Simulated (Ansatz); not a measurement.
Ansatz (a first-principles code) input (CCSD(T)/aug-cc-pVDZ):

Ansatz 0.2 input:
```yaml
crystal:
  periodic: [false, false, false]
  atoms:
    - {symbol: C, position_ang: [0.00000000, 0.00000000, 0.00000000]}
    - {symbol: H, position_ang: [0.53559480, 0.93585773, 0.03753667]}
    - {symbol: H, position_ang: [-1.07886998, -0.00405594, -0.01111717]}
    - {symbol: H, position_ang: [0.54327518, -0.93180178, -0.02641950]}
basis:
  gaussian:
    orbitals: aug-cc-pVDZ
magnetization: {spin_polarized: true, initial_magnetization: 1}
correlation: {method: ccsd_t, electrons: outside_noble_gas}
output: {forces: true}
```

Output:

```
Functional definition: HF
integrals: 0.03 GiB planned
489 factors; integrals over basis functions are off by at most 1.0e-3 eV
mean field: 0.08 GiB planned
mean field evaluation 1: about -1075.8501 eV, gradient 1.2e1 eV
mean field evaluation 2: about -1075.8500 eV, gradient 1.2e1 eV
mean field evaluation 4: about -1076.6284 eV, gradient 1.0e0 eV
mean field evaluation 8: about -1076.6406 eV, gradient 8.7e-4 eV
mean field evaluation 16: about -1076.6407 eV, gradient 1.9e-2 eV
mean field -1076.64060781 eV, -39.5658125637 hartree, gradient 2.7e-6 eV, S^2 0.761218; 1 other end points of the search recorded, 0 dependent functions left out
1 core orbitals not correlated
reference -1076.64060781 eV, -39.5658125637 hartree; 4, 3 occupied and 45, 46 virtual orbitals, 489 factors
densities: 0.17 GiB planned
second order -3.59978402 eV of doubles, -0.00000000 eV of singles
coupled cluster: 0.13 GiB planned
cycle   1  -4.06737117 eV  change   -4.7e-1 eV  update   4.1e-2
cycle   2  -4.21196641 eV  change   -1.4e-1 eV  update   1.5e-2
cycle   3  -4.22286420 eV  change   -1.1e-2 eV  update   4.7e-3
cycle   4  -4.22316181 eV  change   -3.0e-4 eV  update   1.6e-3
cycle   5  -4.22334560 eV  change   -1.8e-4 eV  update   5.8e-4
cycle   6  -4.22348433 eV  change   -1.4e-4 eV  update   1.7e-4
cycle   7  -4.22351657 eV  change   -3.2e-5 eV  update   5.6e-5
cycle   8  -4.22352285 eV  change   -6.3e-6 eV  update   1.7e-5
cycle   9  -4.22352342 eV  change   -5.7e-7 eV  update   4.2e-6
perturbative correction -0.08915818 eV, -0.0032765028 hartree
the calculation of the forces begins
Total energy: -1080.95328941 eV, -39.7243006894 hartree
Atom 0 at     0.000000     0.000000     0.000000 Å, force     0.000000     0.000001     0.000000 eV/Å
Atom 1 at     0.535595     0.935858     0.037537 Å, force     0.262579     0.458811     0.018403 eV/Å
Atom 2 at    -1.078870    -0.004056    -0.011117 Å, force    -0.528925    -0.001989    -0.005450 eV/Å
Atom 3 at     0.543275    -0.931802    -0.026419 Å, force     0.266345    -0.456823    -0.012952 eV/Å
Dipole moment:    -0.000000    -0.000000    -0.000000 e Å
```
